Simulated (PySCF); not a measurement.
**State search for IrCl**

Unrestricted PBE0; Ir def2-TZVPP with ECP60, Cl def2-TZVPP; scalar-relativistic core potentials (PySCF 2.14). Outer shells of the fragments: Ir 5d7 6s2; Cl 3s2 3p5.

Followed along the bond (rough minima from three points):

```json
{"2Ms+1": "3", "unpaired": "π ↑, δ ↑", "⟨S²⟩ at the start": "2.01", "R at minimum (Å)": "2.17", "Te (eV)": "0.00"}
{"2Ms+1": "3", "unpaired": "π ↑, δ ↑", "⟨S²⟩ at the start": "2.02", "R at minimum (Å)": "2.17", "Te (eV)": "0.10"}
{"2Ms+1": "3", "unpaired": "σ ↑, δ ↑", "⟨S²⟩ at the start": "2.00", "R at minimum (Å)": "2.22", "Te (eV)": "0.14"}
{"2Ms+1": "3", "unpaired": "π ↑↑", "⟨S²⟩ at the start": "2.01", "R at minimum (Å)": "2.13", "Te (eV)": "0.23"}
{"2Ms+1": "1", "unpaired": "π ↓, δ ↑", "⟨S²⟩ at the start": "1.01", "R at minimum (Å)": "2.16", "Te (eV)": "0.32"}
{"2Ms+1": "1", "unpaired": "π ↑, δ ↓", "⟨S²⟩ at the start": "1.02", "R at minimum (Å)": "2.16", "Te (eV)": "0.51"}
```

Solutions found at the starting distance of 2.155 Å, counted from the lowest of them; the search is not exhaustive and high or unbound solutions are not listed, so other states can lie among these:

```
2Ms+1        unpaired   term  E (eV)  ⟨S²⟩  ⟨Lz²⟩  μ (D)
    3        π ↑, δ ↑  mixed    0.00  2.01   4.47  -3.01
    3        π ↑, δ ↑  mixed    0.10  2.02   4.99  -2.89
    3        σ ↑, δ ↑     ³Δ    0.18  2.00   4.01  -3.40
    3            π ↑↑    ³Σ⁻    0.23  2.01   0.00  -2.91
    1        π ↓, δ ↑  mixed    0.32  1.01   3.90  -2.89
    1        π ↑, δ ↓  mixed    0.51  1.02   5.02  -2.77
    1            π ↑↓  mixed    0.55  1.13   2.26  -2.69
    3            δ ↑↑    ³Σ⁻    0.63  2.01   0.00  -3.22
    3        σ ↑, π ↑  mixed    0.66  2.08   1.79  -2.89
    5  σ ↑, π ↑↑, δ ↑     ⁵Δ    0.79  6.01   4.01  -0.39
    1            δ ↑↓  mixed    0.90  1.00   8.01  -3.25
    1        σ ↓, π ↑  mixed    0.97  1.05   2.36  -2.77
    5      σ ↑↑, π ↑↑    ⁵Σ⁻    1.04  6.00   0.00  -0.32
    5  σ ↑↑, π ↑, δ ↑  mixed    1.13  6.01   5.01  -0.87
```

A term symbol is given only where ⟨S²⟩ and ⟨Lz²⟩ are close to those of a pure state; real π, δ and φ orbitals otherwise mix terms. A positive dipole means Ir(−)Cl(+).

Spin–orbit coupling is left out. With d or f electrons several states lie close, and the lowest PBE0 determinant need not be the measured ground state.
